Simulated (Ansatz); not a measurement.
`F[SiH](F)[NH][GeH3]` + `N[SiH2]F` → `F[SiH2]N[SiH](F)F` + `[NH2][GeH3]`  (ligand exchange at the Si–N bond)

Calculated with Ansatz (gas phase, PBE0-D4/def2-TZVP geometries, no zero-point term in ΔE). CCSD(T)/CBS is the MP2 limit (def2-TZVPP, def2-QZVPP) plus CCSD(T) − MP2 in def2-TZVPP, frozen cores. DFT in def2-TZVPP. For Ge outer-core shells are correlated without core-valence functions, which leaves a few kJ/mol of doubt a bond. Scalar relativity is left out up to krypton. One conformer a species, not always the lowest.

`F[SiH](F)[NH][GeH3]`:

```xyz
10

F    -1.241   -2.050    0.570
Si   -0.722   -0.687    1.203
F     0.646   -1.086    1.904
N    -0.442    0.509    0.051
Ge    0.888    0.570   -1.235
H    -1.703   -0.250    2.210
H    -1.125    1.250   -0.002
H     1.763    1.812   -1.002
H     0.237    0.650   -2.626
H     1.699   -0.719   -1.074
```

`N[SiH2]F`:

Z-matrix (Å, degrees):
```
Si
F 1 1.605
N 1 1.696 2 114.6
H 1 1.479 2 105.8 3 -119.3
H 1 1.479 2 105.8 3 119.3
H 3 1.006 1 122.0 2 77.5
H 3 1.006 1 122.0 2 -77.5
```

`F[SiH2]N[SiH](F)F`:

Cartesian coordinates in Å:
```
F -2.576 0.149 0.413
Si -1.273 -0.772 0.470
N 0.162 0.164 0.569
Si 1.199 0.641 -0.690
F 1.364 2.217 -0.719
F 2.665 0.086 -0.455
H -1.227 -1.551 -0.784
H -1.402 -1.602 1.686
H 0.398 0.507 1.492
H 0.690 0.160 -1.981
```

`[NH2][GeH3]`:

```xyz
7

N     0.426   -0.769    0.760
Ge   -0.093    0.442   -0.529
H     0.433   -0.387    1.696
H    -0.132   -1.612    0.771
H     0.000   -0.281   -1.881
H    -1.529    0.991   -0.354
H     0.896    1.616   -0.462
```

```json
{"level": "PBE-D4", "ΔE (kJ/mol)": "8.9"}
{"level": "B2PLYP", "ΔE (kJ/mol)": "10.2"}
{"level": "CCSD/def2-TZVPP", "ΔE (kJ/mol)": "9.9"}
{"level": "HF/CBS(def2)", "ΔE (kJ/mol)": "11.1"}
```

(1) What does CCSD(T)/CBS give? (Best estimate.)

Largest T1 diagnostic among the species: 0.012.

## Answers

(1) Ansatz gave: +10.1 kJ/mol. The listed levels differ from it by -1.2, 0.1, -0.2, 1.0 kJ/mol.
